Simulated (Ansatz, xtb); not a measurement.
## F2H2MoO3: which of two structures lies lower

Structure a: a singlet given by its coordinates. Structure b: a singlet given by its coordinates. Both are isolated molecules in the gas phase, relaxed with PBE0-D4/def2-SVP.

a (Å):

```xyz
8

F    -1.5289    1.0347   -0.9435
F     0.8589    1.5306   -0.7833
Mo   -0.1722    0.0704   -0.1844
O    -1.3764   -0.9080    0.8862
O     1.2044   -0.1102    1.0156
O    -0.9302   -1.6562   -0.1963
H     1.9622    0.4858    1.0970
H     0.5126   -0.6975   -1.4684
```

Close contacts (Å): F1–Mo3 1.83, F2–Mo3 1.89, Mo3–O4 1.89, Mo3–O5 1.84, Mo3–O6 1.89, O4–O6 1.39, Mo3–H7 2.52, Mo3–H8 1.65, O5–H7 0.97.

b (Å):

```xyz
8

F    -0.5451    1.5331    2.3649
F     0.4163    0.7332   -1.0053
Mo   -0.4172    1.4686    0.5299
O    -1.5397    2.5406   -0.0216
O     1.1702    2.4281    0.5731
O    -1.2767   -0.1748    0.4925
H     1.9683    2.2170    0.0722
H    -1.0013   -0.9442   -0.0219
```

Close contacts (Å): F1–Mo3 1.84, F2–Mo3 1.90, Mo3–O4 1.65, Mo3–O5 1.86, Mo3–O6 1.86, Mo3–H7 2.54, Mo3–H8 2.54, O5–H7 0.97, O6–H8 0.97.

Quicker runs give these differences E(b) − E(a): GFN2-xTB −29.1 kcal/mol; HF/STO-3G −61.4 kcal/mol (at GFN2-xTB geometries); r2SCAN-D4/def2-SVP −104.6 kcal/mol (at GFN2-xTB geometries).

Q: Estimate E(b) − E(a) at the level CCSD(T)/def2-SVP + ΔMP2/def2-TZVPP.

A: Calculated at CCSD(T)/def2-SVP + ΔMP2/def2-TZVPP: E(b) − E(a) = −98.8 kcal/mol, so structure b lies lower.

Level by level:

```json
{"level": "GFN2-xTB", "geometry": "GFN2-xTB", "E(b) − E(a) (kcal/mol)": "−29.1", "departure from the last row (kcal/mol)": "+69.7", "job, with rough time for the two": "optimisation, 0.27 s"}
{"level": "HF/STO-3G", "geometry": "GFN2-xTB", "E(b) − E(a) (kcal/mol)": "−61.4", "departure from the last row (kcal/mol)": "+37.3", "job, with rough time for the two": "single point, 0.94 s"}
{"level": "r2SCAN-D4/def2-SVP", "geometry": "GFN2-xTB", "E(b) − E(a) (kcal/mol)": "−104.6", "departure from the last row (kcal/mol)": "−5.8", "job, with rough time for the two": "single point, 2.6 s"}
{"level": "PBE0-D4/def2-SVP", "geometry": "PBE0-D4/def2-SVP", "E(b) − E(a) (kcal/mol)": "−102.6", "departure from the last row (kcal/mol)": "−3.8", "job, with rough time for the two": "optimisation, 78 s"}
{"level": "HF/def2-SVP", "geometry": "PBE0-D4/def2-SVP", "E(b) − E(a) (kcal/mol)": "−116.4", "departure from the last row (kcal/mol)": "−17.6", "job, with rough time for the two": "part of the CCSD(T) run"}
{"level": "MP2/def2-SVP", "geometry": "PBE0-D4/def2-SVP", "E(b) − E(a) (kcal/mol)": "−122.5", "departure from the last row (kcal/mol)": "−23.7", "job, with rough time for the two": "part of the CCSD(T) run"}
{"level": "CCSD(T)/def2-SVP", "geometry": "PBE0-D4/def2-SVP", "E(b) − E(a) (kcal/mol)": "−105.9", "departure from the last row (kcal/mol)": "−7.2", "job, with rough time for the two": "single point"}
{"level": "CCSD(T)/def2-SVP + ΔMP2/def2-TZVPP", "geometry": "PBE0-D4/def2-SVP", "E(b) − E(a) (kcal/mol)": "−98.8", "departure from the last row (kcal/mol)": "", "job, with rough time for the two": "single point, 43 s"}
```

None of the levels shown reverses the order. The largest departure from CCSD(T)/def2-SVP + ΔMP2/def2-TZVPP is that of GFN2-xTB, 69.7 kcal/mol. The last row adds to CCSD(T) the change of the MP2 difference between the two basis sets, here +7.2 kcal/mol, a large step that makes the value less sure.

With thermal terms from frequencies at re-optimised GFN2-xTB minima (ideal gas, soft modes damped towards free rotors, one conformer each, 298.15 K, 1 atm): the zero-point term adds +0.3 kcal/mol; ΔH is −97.9 and ΔG −98.6 kcal/mol.

The T1 diagnostic of structures a and b is large, so the coupled-cluster value is less sure. The correlated steps freeze 5 core orbitals. Atoms past krypton carry core potentials in the def2 sets, other sets are all-electron and non-relativistic, and no spin–orbit term is included. Run with Ansatz 0.2.0, xtb 6.7.1; the last row on 2 threads of Intel(R) Xeon(R) 6975P-C (Granite Rapids) on a shared host.
